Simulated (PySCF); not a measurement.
Coordinates in bohr (charge -1 multiplicity 1):
```
Sc    0.0000    0.0000    0.0000
F     2.0782    2.0782    2.0782
F    -2.0782    2.0782   -2.0782
F     2.0782   -2.0782   -2.0782
F    -2.0782   -2.0782    2.0782
```

All numbers come from PBE0/[Sc def2-SVPD, F def2-SVPD], no relativity, density fitting, PySCF.

This geometry of [ScF4]- is a stationary point at this level.

Question: What is the point group?

Answer: Td.

Question: Is it a minimum?

Answer: Yes: all harmonic wavenumbers are real.

Question: List the harmonic modes with their infrared intensities.

Answer: 
```json
{"symmetry": "e", "ω (cm⁻¹)": "137", "IR (km/mol, summed over degenerate members)": "0.0", "type": "bend"}
{"symmetry": "t2", "ω (cm⁻¹)": "175", "IR (km/mol, summed over degenerate members)": "76.9", "type": "bend"}
{"symmetry": "a1", "ω (cm⁻¹)": "562", "IR (km/mol, summed over degenerate members)": "0.0", "type": "stretch"}
{"symmetry": "t2", "ω (cm⁻¹)": "611", "IR (km/mol, summed over degenerate members)": "786", "type": "stretch"}
```

Question: Give the atomic charges and bond orders.

Answer: 
```json
{"atom": "Sc1", "Mulliken": "1.99", "Löwdin": "1.29", "polar tensor": "2.36", "Mayer order to Sc1": "–"}
{"atom": "F2,3,4,5", "Mulliken": "-0.75", "Löwdin": "-0.57", "polar tensor": "-0.84", "Mayer order to Sc1": "0.44"}
```

In Td the vibrations span e + 2t2 + a1. The a1, e modes carry no infrared intensity, as symmetry demands.

Stability towards spin polarisation was not tested. Only a few start shapes were tried, so a lower isomer may exist. The lowest empty level of this anion is unbound, so it and the gap depend on the basis.
